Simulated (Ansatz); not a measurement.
```xyz
2

B     0.0000    0.0000    0.7155
B     0.0000    0.0000   -0.7155
```

Basis set: STO-3G (spherical functions). Left uncorrelated: 2 orbitals. Correlation on ROHF uses semicanonical orbitals with singles. Charge 0, multiplicity 3.

Computed with Ansatz (development build ahead of 0.2.0); the reference of a correlated method needn't be the lowest determinant of its kind.

Question: Give the atomization energy at this shape (free ground-state atoms in the same class of orbitals less the molecule, no zero-point energy) of triplet B2 by UHF-CCSD(T), UHF-CCSD, ROHF-CCSD(T), ROHF-CCSD.

Answer:

| method | atomization energy |
| --- | --- |
| UHF-CCSD(T) | 3.77 eV |
| UHF-CCSD | 3.59 eV |
| ROHF-CCSD(T) | 3.50 eV |
| ROHF-CCSD | 3.26 eV |

Caution: the reference determinant was not shown to be the lowest; the shape is not the minimum. Caution for UHF-CCSD(T), UHF-CCSD: large share of triples, a single reference is doubtful; the unrestricted determinant is a mixture of spin states. Caution for ROHF-CCSD(T), ROHF-CCSD: an unrestricted determinant lies well below; other determinants can give a lower correlated total.

This basis has no polarisation functions and is too small for such energies, which can lie far from measured ones in either direction.
